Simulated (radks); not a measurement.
Excited configurations of Co I: one electron is placed in a higher orbital outside [Ar] 3d8. The ground configuration is [Ar] 3d7 4s2. Calculated with a radial shooting solver on a logarithmic mesh with Libxc functionals: Dirac Kohn-Sham, PBE, spin-unpolarised, spherical densities, finite nucleus; open shells are shared between the two j in proportion to 2j + 1; Fermi nuclear charge, rms radius 3.7875 fm. Excitation = E - E(ground); binding = E(ion) - E, where the ion is the core of charge +1; n* = 1/sqrt(2 binding) in atomic units, and the quantum defect is n - n*. Eigenvalue and <r> are those of j = l + 1/2.

\begin{tabular}{lrrrrrr}
outer orbital & excitation (eV) & binding (eV) & n* & quantum defect & eigenvalue (eV) & <r> (bohr) \\ \hline
4s & -1.203 & 7.674 & 1.331 & 2.669 & -4.375 & 3.107 \\
4d & 4.900 & 1.571 & 2.943 & 1.057 & -0.717 & 10.33 \\
4f & 5.563 & 0.909 & 3.870 & 0.130 & -0.436 & 17.46 \\
5s & 3.960 & 2.511 & 2.328 & 2.672 & -1.473 & 8.502 \\
5p & 4.677 & 1.794 & 2.754 & 2.246 & -1.014 & 11.14 \\
5d & 5.488 & 0.983 & 3.720 & 1.280 & -0.553 & 19.47 \\
5f & 5.846 & 0.625 & 4.664 & 0.336 & -0.366 & 29.61 \\
6d & 5.809 & 0.662 & 4.534 & 1.466 & -0.409 & 31.08 \\
6f & 6.020 & 0.451 & 5.491 & 0.509 & -0.285 & 44.42 \\
7s & 5.650 & 0.821 & 4.070 & 2.930 & -0.531 & 27.06 \\
7p & 5.796 & 0.675 & 4.490 & 2.510 & -0.437 & 32.20 \\
7f & 6.131 & 0.340 & 6.322 & 0.678 & -0.226 & 62.58 \\
\end{tabular}

The Delta-SCF ionisation energy is 6.471 eV (NIST Atomic Spectra Database: 7.881 eV, measured). Self-interaction in the functional shifts the binding energies and quantum defects, so they are the method's values and not measured ones. Spin polarisation and multiplet splitting are left out, so open shells lie too high by an amount that depends on their filling. A negative excitation energy means that this level of theory puts the configuration below the NIST ground configuration.

Beside tabulated values, note that spin-unpolarised runs miss the spin-polarisation part of the exchange energy of open shells.
